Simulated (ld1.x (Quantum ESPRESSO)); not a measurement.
**tellurium, TM: configuration errors across variants**

ld1.x (Quantum ESPRESSO) 7.5 input, shortened:

```
&input
   title='Te', zed=52., rel=1, dft='PZ', iswitch=3,
   config='[Kr] 4d10 5s1 5p5'
 /
 &inputp
   pseudotype=2, tm=.true., lloc=0,
   nlcc=.false.
 /
2
5P  2  1   5.00   0.00  2.10  2.10  0.0
5S  1  0   1.00   0.00  1.75  1.75  0.0
 &test
   configts(1)='5s1 5p5'
 /
```

All-electron excitation energies from the reference (eV): (1) 5s2 5p4 -9.353; (2) 5s2 5p3 0.563; (3) 5s2 5p2 18.737; (4) 5s2 5p1 45.969; (5) 5s0 5p6 9.563; (6) 5s1 5p4 10.493; (7) 5s2 5p0 82.875; (8) 5s1 5p5 spin -0.539; (9) 5s2 5p4 spin -9.832.

Spin tests fill each open shell by Hund’s rule, majority spin first.

Tests that are not counted but printed errors over 1 eV. “wave 5s (bound): rc 1.75 bohr becomes 5s (bound): rc 1.14 bohr”: 5s2 5p0 (pseudo-atom not self-consistent, printed error -1.2 eV).

3 further variants failed, have other tests or another functional or relativity, and are left out.

A true bound ghost makes a file unfit for plane-wave use even where its test errors are small: the radial tests pick states by their node count and pass the ghost by. Where a test does run into it, the solver fails or the error is huge.

Errors AE − PS in meV (a dash: test not solved or not reliable):

```csv
change,(1),(2),(3),(4),(5),(6),(7),(8),(9),bound ghosts
base,+7.8,+6.7,+19,+69,+8.5,+2.3,+213,+219,+91,none
wave 5p (bound): rc 2.10 bohr becomes 5p (bound): rc 2.56 bohr,+11,+7.7,+14,+46,+11,+2.2,+147,+218,+92,none
wave 5s (bound): rc 1.75 bohr becomes 5s (bound): rc 1.14 bohr,+40,-56,-207,–,+49,-54,–,+223,+126,p
local potential all-electron potential smoothed inside 1.45 bohr (lloc = -2),+10,+7.4,+40,+193,+9.6,+7.4,+741,+219,+94,"s, d"
"all radii scaled by about 1.22 (s 2.14, p 2.56 bohr)",+8.7,+6.5,+15,+55,+9.2,+2.4,+169,+216,+90,none
local potential the p channel,+8.1,+6.8,+21,+78,+8.6,+2.8,+239,+219,+91,none
wave 5p (bound): rc 2.10 bohr becomes 5p (bound): rc 1.70 bohr,+13,+13,+24,+66,+15,+2.4,+186,+217,+94,none
```

Task: Give the same row for: all radii scaled by about 1.41 (s 2.46, p 2.96 bohr).

Result: +5.6, +3.8, +16, +56, +6.4, +3.4, +159, +212, +86; bound ghosts: none.
